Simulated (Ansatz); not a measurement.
Kohn–Sham single points on C2H8BCl2N (`C[NH2+][B-](C)(Cl)Cl`).

```yaml
crystal:
  periodic: [false, false, false]
  atoms:
    - {symbol: C, position_ang: [0.748932, 1.290382, -1.293223]}
    - {symbol: N, position_ang: [0.355453, 0.000732, -0.694425]}
    - {symbol: B, position_ang: [-0.383169, 0.031123, 0.753553]}
    - {symbol: C, position_ang: [-0.699585, -1.467973, 1.174910]}
    - {symbol: Cl, position_ang: [0.825643, 0.858529, 1.889067]}
    - {symbol: Cl, position_ang: [-1.913269, 1.042807, 0.487908]}
    - {symbol: H, position_ang: [-0.146053, 1.896620, -1.411702]}
    - {symbol: H, position_ang: [1.428551, 1.789930, -0.606836]}
    - {symbol: H, position_ang: [1.230950, 1.129737, -2.257520]}
    - {symbol: H, position_ang: [-0.277250, -0.491132, -1.322180]}
    - {symbol: H, position_ang: [1.176754, -0.589477, -0.578511]}
    - {symbol: H, position_ang: [-1.370928, -1.966655, 0.466793]}
    - {symbol: H, position_ang: [-1.197461, -1.481011, 2.146326]}
    - {symbol: H, position_ang: [0.208634, -2.072912, 1.274940]}
basis:
  gaussian: {orbitals: def2-TZVPP}
hamiltonian: {xc: {name: B97M-V}}
output: {orbitals: {seedname: orbitals}}
```

```sh
$ ansatz run in.yaml --threads 4 --pin off --events-out ev --progress --plain --max-ram 11315MiB
```

It prints (some lines left out):

```
Functional definition: B97M-V
1744 factors; their error is unknown
mean field evaluation 1: about -29403.9280 eV, gradient 7.3e1 eV
mean field evaluation 2: about -29390.9617 eV, gradient 1.0e2 eV
mean field evaluation 4: about -29415.7769 eV, gradient 6.1e0 eV
mean field evaluation 8: about -29415.8693 eV, gradient 9.1e-2 eV
mean field evaluation 16: about -29415.8257 eV, gradient 4.1e-4 eV
mean field -29415.82565870 eV, -1081.0116541946 hartree, gradient 2.3e-5 eV, S^2 0.000000; 0 other end points of the search recorded, 0 dependent functions left out
reference -29415.82572260 eV, -1081.0116565428 hartree; 33, 33 occupied and 287, 287 virtual orbitals, 1744 factors
Total energy: -29415.82572260 eV, -1081.0116565428 hartree
```

Run time 15 s (4 threads of an Arm Neoverse V2 on a shared host); peak host memory 0.65 GiB.

Changing it to `hamiltonian: {xc: {name: B2PLYP}}` (abridged; 11 s):

```
Functional definition: B2PLYP
mean field evaluation 16: about -29401.4313 eV, gradient 1.4e-4 eV
mean field -29401.43125248 eV, -1080.4826695227 hartree, gradient 9.1e-6 eV, S^2 0.000000
14 core orbitals not correlated: weight in the atoms' cores, before any rotation towards them, 1.000 or more for the frozen orbitals, at most 0.000 for the correlated occupied ones
second order -35.40911507 eV of doubles, -0.00000000 eV of singles
Total energy: -29410.99190429 eV, -1080.8340169965 hartree
```

Changing it to `hamiltonian: {xc: {name: r2SCANh}, dispersion: d4}` (abridged; 9.5 s):

```
Functional definition: r2SCANh
mean field evaluation 16: about -29417.6323 eV, gradient 9.7e-5 eV
mean field -29417.63227693 eV, -1081.0780461897 hartree, gradient 7.0e-5 eV, S^2 0.000000
Total energy: -29417.73331078 eV, -1081.0817591153 hartree
```

Changing it to `hamiltonian: {xc: {name: CAM-B3LYP}, dispersion: d4}` (abridged; 7 s):

```
Functional definition: CAM-B3LYP
mean field evaluation 16: about -29420.4234 eV, gradient 2.5e-4 eV
mean field -29420.42339823 eV, -1081.1806180057 hartree, gradient 6.8e-5 eV, S^2 0.000000
Total energy: -29420.74845842 eV, -1081.1925637472 hartree
```

Changing it to `hamiltonian: {xc: {name: BHLYP}, dispersion: d4}` (abridged; 6.5 s):

```
Functional definition: BHLYP
mean field evaluation 16: about -29419.4130 eV, gradient 9.5e-5 eV
mean field -29419.41296762 eV, -1081.1434853656 hartree, gradient 2.9e-5 eV, S^2 0.000000
Total energy: -29419.86152735 eV, -1081.1599696319 hartree
```

The same input with `hamiltonian: {xc: {name: BLYP}, dispersion: d4}` (abridged; 3.5 s):

```
Functional definition: BLYP
mean field evaluation 16: about -29419.2979 eV, gradient 6.6e-4 eV
mean field -29419.29785414 eV, -1081.1392550234 hartree, gradient 7.4e-5 eV, S^2 0.000000
Total energy: -29420.13430415 eV, -1081.1699939943 hartree
```
